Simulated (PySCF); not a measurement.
An unknown shows these calculated signals:

1H NMR (400 MHz, computed): δ 8.86 (d, 1H), 8.65 (d, 1H), 5.00 (s, 1H), 3.81 (s, 6H).

13C{1H} NMR (computed): δ 171.9 (CH2), 51.4 (CH3).

Rapidly exchanging positions averaged, single conformer, gas phase, no relativistic terms. Coordinates at the GFN2-xTB level; GIAO PBE0/pcSseg-1 shieldings; PySCF 2.14.0 with density-fitted response routines.

Scale: 1H, 13C vs TMS (reference shieldings calculated alike).

Which of these does the molecule contain: a Si–H bond, a CH3CH2 unit, a nitrile, a three-membered ring?

Results:


- A Si–H bond: yes (δH 5.00 (s)).
- A CH3CH2 unit: no.
- A nitrile: no.
- A three-membered ring: no.

The data belong to SMILES C=N[SiH](OC)OC, C3H9NO2Si; they needn't prove each group on their own.

Carbon signals by region: 1 in the far downfield region (above 160 ppm), 1 at 50–100 ppm. Above 160 ppm: 171.9, C=N carbon.

Shifts are as computed. Against solution values, carbons near 30 ppm lie about +3 ppm off and those near 130 ppm about +5 ppm. Of 1211 compounds with measured shifts, 218 miss one by over three times the rms of a fit or turn the order of signals round; such compounds aren't used in these exercises. No couplings were computed; multiplicities are counted from neighbouring protons, with m where these are inequivalent, close in shift, in a saturated or five-membered ring or joined by F or P, and br s for small geminal =CH2 splittings.
